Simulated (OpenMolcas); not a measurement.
## Mn3+: ligand-field states by method

Mn3+ with its 6 nearest fluoride ions at 2.033 Å, on the Y site of Cs2NaYF6 (a = 9.075 Å, distance in the model lattice 2.178 Å). The rest of the host is ab initio model potentials to 7.6 Å, with orthogonalisation functions on the cations behind the ligands, and point charges beyond; the distance is set by hand and nothing relaxes. Ligand basis ANO-RCC-VDZP.
```
Mn    0.0000    0.0000    0.0000
F     2.0330    0.0000    0.0000
F     0.0000    2.0330    0.0000
F    -2.0330    0.0000    0.0000
F     0.0000   -2.0330    0.0000
F     0.0000    0.0000    2.0330
F     0.0000    0.0000   -2.0330
```

```yaml
Program: OpenMolcas 26.06
Basis: ANO-RCC-VTZP [6s5p3d2f1g]
Scalar_Hamiltonian: DKH2, point nucleus
Active_space: 4 electrons in 5 orbitals (3d)
State_averaging: 2S+1 = 5 even, 5 roots; 2S+1 = 3 even, 45 roots; 2S+1 = 1 even, 50 roots
Spin-orbit_coupling: state interaction with AMFI integrals over the reference wave functions
```

I. CASSCF
II. SS-CASPT2, IPEA 0.25 Eh, imaginary shift 0.1 Eh (closed shells correlated: 3s 3p and the ligand valence shells)

Spin-free states (labels of O, the rotations of Oh) in cm-1, each column counted from its own energy of the first state listed:

| State | Degeneracy | I | II |
| --- | --- | --- | --- |
| 5E | 2 | 0 | 0 |
| 5T2 | 3 | 10088 | 12310 |
| 3T1 | 3 | 15558 | 9770 |
| 3E | 2 | 22631 | 17710 |
| 3T1 | 3 | 24120 | 18100 |
| 3T2 | 3 | 24877 | 19050 |
| 3A2 | 1 | 26886 | 20480 |
| 1T2 | 3 | 27095 | 17830 |
| 3A1 | 1 | 27647 | 20830 |
| 1E | 2 | 28060 | 19110 |
| 3E | 2 | 31021 | 24150 |
| 3T1 | 3 | 32334 | 29540 |
| 1A1 | 1 | 32921 | 22300 |
| 3T2 | 3 | 33474 | 30470 |
| 1A2 | 1 | 34057 | 26370 |
| 1T2 | 3 | 34344 | 26110 |
| 3T1 | 3 | 34351 | 30810 |
| 1T1 | 3 | 36112 | 27510 |
| 3T2 | 3 | 39606 | 35720 |
| 1E | 2 | 40677 | 30390 |

From I to II, I's first state of the same spin (5T2) moves from 10088 to 12310 cm-1, by about +2200 cm-1.

From I to II, I's first state of another spin (3T1) moves from 15558 to 9770 cm-1, by about -5800 cm-1.

I: A least-squares ligand-field fit to the states below 45000 cm-1, each weighted by its degeneracy and with a free common offset, gives 10Dq = 9877 cm-1, B = 1137 cm-1 and C = 4300 cm-1 (C/B = 3.78), with an rms deviation of 102 cm-1. The same method and metal basis give the free ion B = 1217 cm-1 (fit to its terms below 60000 cm-1, rms deviation 43 cm-1), so the nephelauxetic ratio is β = 1137 / 1217 = 0.93; it hangs on how both fits weigh the states, and computed free-ion B values tend to be too large, so β mixes covalency with correlation.

χT at 300 K: I 2.93, II 2.94 cm3 K/mol.

Roots that are degenerate in the reference are averaged as groups; the widest CASPT2 spread within a group is 350 cm-1 (the 3-fold group of multiplicity 1 near 58100 cm-1 above the lowest state of its run, II). Shifts and gaps below about the spread of the groups concerned are not significant. Over all roots computed the reference weight is 0.70 to 0.73 in II; a low but even weight reflects the number of correlated electrons. An orbital doublet at a regular site is open to a Jahn-Teller distortion, which this geometry leaves out. Ligand-to-metal charge-transfer states are missing. With no ligand orbital active B as a rule stays too high, so bands that hang on it stand too high and its fall with covalency is understated. Without dynamic correlation the repulsion within the d shell is too large (B by tens of per cent), so at a given field states of lower spin stand too high (holds for I). With metal d orbitals alone and no dynamic correlation 10Dq can be off by a tenth to a fifth, either way, in oxide and fluoride hosts (holds for I). This shell can be high or low spin here, a state of another spin lies low, and with metal d orbitals alone active their balance is uncertain, so the ground spin may be wrong (holds for II). These CASPT2 states fit no ligand-field parameters well, so their order and spin gaps are uncertain (holds for II). With one d shell and no ligand orbital active, 10Dq can be off by a tenth or more (holds for II). Free-ion shares, where given, are those of the reference states; single-state CASPT2 does not remix them (holds for II). No measured value stands beside these numbers; the geometry was set by hand and not optimised.
